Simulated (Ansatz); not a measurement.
Consider the formal exchange of groups at the Si–Si bond: `[SiH3][GeH2][SiH2][SiH2][GeH3]` + `C=C=N` → `[SiH3][GeH2][SiH3]` + `N=C=C[SiH2][GeH3]`.

Computed with Ansatz on PBE0-D4/def2-TZVP structures; ΔE is electronic, products minus reactants. CCSD(T)/CBS adds triple-zeta CCSD(T) − MP2 to the extrapolated MP2 energy (def2 sets, frozen cores). This one scheme is used for every species. Functionals use def2-TZVPP. B3LYP here is the variant with VWN-RPA as its local correlation; programs differ in this. For Ge outer-core shells are correlated without core-valence functions, which leaves a few kJ/mol of doubt a bond. Scalar relativity is left out up to krypton. Each species was taken in one conformer, which may not be the lowest.

| level | ΔE (kJ/mol) | difference from CCSD(T)/CBS |
| --- | --- | --- |
| PBE-D4 | 7.0 | 9.8 |
| r2SCAN-D4 | -3.1 | -0.3 |
| PBE0-D4 | 5.1 | 7.9 |
| ωB97X-V | -3.3 | -0.5 |
| ωB97M-V | -6.7 | -3.9 |
| B2PLYP | -13.2 | -10.4 |
| PBE | -0.5 | 2.3 |
| PBE0 | -2.3 | 0.5 |
| B3LYP | -14.5 | -11.7 |
| HF/def2-TZVPP | -23.2 | -20.4 |
| MP2/def2-TZVPP | -10.4 | -7.6 |
| SCS-MP2/def2-TZVPP | -13.4 | -10.6 |
| CCSD/def2-TZVPP | -5.4 | -2.6 |
| MP2/def2-QZVPP | -10.6 | -7.8 |
| MP2/CBS(def2) | -9.9 | -7.1 |
| CCSD/CBS(def2) | -4.8 | -2.0 |
| CCSD(T)/CBS | -2.8 | 0 |

Largest T1 diagnostic among the species: 0.015.

In def2-TZVPP, CCSD(T) changes the Hartree–Fock value by +19.8 kJ/mol (the triples alone add +2.0 kJ/mol) and MP2 by +12.8 kJ/mol. The D4 term adds +12.1 kJ/mol with B3LYP and +7.4 kJ/mol with PBE0; it sums over pairs of atoms, weighted by their polarisabilities, and B3LYP, whose exchange is more repulsive, gets the larger term.
